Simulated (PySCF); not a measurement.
CH$_{6}$AlNO (SMILES C[O][AlH][NH2]), singlet, at a GFN2-xTB geometry (such geometries of metal compounds can be far from the true shape); PBE/6-31G, polarisability (PySCF).

Input for PySCF:
```python
from pyscf import gto, scf, dft
from pyscf.prop import polarizability

mol = gto.Mole()
mol.atom = '''
    Al    0.067651    0.000744    0.838158
    H     0.176361   -1.053347    1.917491
    O    -0.042740   -0.619083   -0.685586
    C    -0.135613   -1.147055   -1.975269
    H    -0.064157   -0.348056   -2.717488
    H     0.674053   -1.860934   -2.146872
    H    -1.092065   -1.660920   -2.101609
    N     0.064633    1.733555    1.244128
    H     0.135476    2.103227    2.181809
    H    -0.005960    2.510474    0.598025
'''
mol.basis = '6-31g'
mol.charge = 0
mol.spin = 0
mol.verbose = 3
mol.build()

mf = dft.RKS(mol)
mf.xc = 'pbe'
mf.kernel()
alpha = mf.Polarizability().polarizability()[2, 2]
print('alpha_zz =', alpha)
```

Q: Write the output that PySCF gives for this input, abridged.

A: 
```
site-packages/pyscf/prop/efg/rhf.py:45: UserWarning: Module EFG is under testing
  warnings.warn('Module EFG is under testing')
site-packages/pyscf/prop/efg/dhf.py:30: UserWarning: Module EFG is under testing
  warnings.warn('Module EFG is under testing')
site-packages/pyscf/prop/zfs/uhf.py:40: UserWarning: Module ZFS is under testing
  warnings.warn('Module ZFS is under testing')
site-packages/pyscf/prop/gtensor/uhf.py:43: UserWarning: Module g-tensor is under testing
  warnings.warn('Module g-tensor is under testing')
site-packages/pyscf/prop/gtensor/uks.py:41: UserWarning: Module g-tensor is under testing
  warnings.warn('Module g-tensor is under testing')
site-packages/pyscf/prop/hfc/uks.py:35: UserWarning: Module HFC is under testing
  warnings.warn('Module HFC is under testing')
site-packages/pyscf/prop/magnetizability/rhf.py:39: UserWarning: Module magnetizability is under testing
  warnings.warn('Module magnetizability is under testing')
site-packages/pyscf/prop/magnetizability/uhf.py:37: UserWarning: Module magnetizability is under testing
  warnings.warn('Module magnetizability is under testing')
site-packages/pyscf/prop/magnetizability/rks.py:37: UserWarning: Module magnetizability is under testing
  warnings.warn('Module magnetizability is under testing')
site-packages/pyscf/prop/magnetizability/uks.py:39: UserWarning: Module magnetizability is under testing
  warnings.warn('Module magnetizability is under testing')
site-packages/pyscf/prop/polarizability/uhf.py:34: UserWarning: Module polarizability is under testing
  warnings.warn('Module polarizability is under testing')
site-packages/pyscf/prop/polarizability/rks.py:29: UserWarning: Module polarizability is under testing
  warnings.warn('Module polarizability is under testing')
site-packages/pyscf/prop/polarizability/uks.py:29: UserWarning: Module polarizability is under testing
  warnings.warn('Module polarizability is under testing')
converged SCF energy = -413.747995410739
alpha_zz = 49.123124360585216
```
